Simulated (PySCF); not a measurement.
# How methods differ on the ionisation energy of Ge²⁷⁺

Ge²⁷⁺ [He] 2s2 2p1 (2P) → Ge²⁸⁺ [He] 2s2 (1S), as a difference of total energies. Calculation: PySCF 2.14, in an even-tempered Gaussian basis (17 s from 7 bohr⁻², ratio 2.2; 11 p from 9.1 bohr⁻², ratio 2.2; 6 d from 38 bohr⁻², ratio 2.4; 5 f from 56 bohr⁻², ratio 2.4; 4 g from 85 bohr⁻², ratio 2.4); the non-relativistic Hamiltonian (point nucleus). Correlated levels: nothing frozen; virtual orbitals above 40 to 60 times the deepest correlated orbital energy dropped. The calculations carry no spin-orbit coupling.

```
                 method  ionisation energy (eV)
                    UHF                  2843.2
                    LDA                  2840.3
                    PBE                  2844.2
                   PBE0                  2844.1
                 r2SCAN                  2845.4
                  TPSSh                  2845.2
                 B2PLYP                  2844.1
    MP2 (all electrons)                  2842.2
SCS-MP2 (all electrons)                  2841.8
```

A first-order spin-orbit estimate (lowest level to lowest level, LS coupling) adds 22.840 eV.

The gap to the reference is mostly relativistic.

For comparison: 2881.9 ± 1.6 eV (semi-empirical (NIST evaluation); NIST Atomic Spectra Database, ionization energies).
